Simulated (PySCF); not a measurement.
## Relaxation of triplet TiH₂

All numbers come from UPBE0 in PySCF with Ti def2-TZVP, H def2-TZVP; no relativity; density-fitted integrals. A (50,194) grid was used.

A hand-made side-on start, of C2v symmetry, held to at least that symmetry:

```xyz
3
charge 0 multiplicity 3, angstrom
Ti    0.0000    0.0000   -0.0670
H     0.4200    0.0000    1.5943
H    -0.4200    0.0000    1.5943
```

**Question.** What forces act on the atoms at the start (eV/Å)?

**Answer.** 
```json
{"atom": "Ti1", "Fx": "0.00", "Fy": "0.00", "Fz": "-2.29"}
{"atom": "H2", "Fx": "-0.54", "Fy": "0.00", "Fz": "1.15"}
{"atom": "H3", "Fx": "0.54", "Fy": "0.00", "Fz": "1.15"}
```

**Question.** What does it relax to?

**Answer.** It ends at C2v with H–H 0.746 Å. The molecule has come apart into Ti + H₂. No frequency check is given, so it may be a saddle point.

**Question.** How much energy is released, and in how many steps?

**Answer.** 51.9 kJ/mol in 16 steps.

The determinant is spin-contaminated (⟨S²⟩ = 2.25, pure value 2.00). With open d or f shells other occupations or spin states may lie lower.
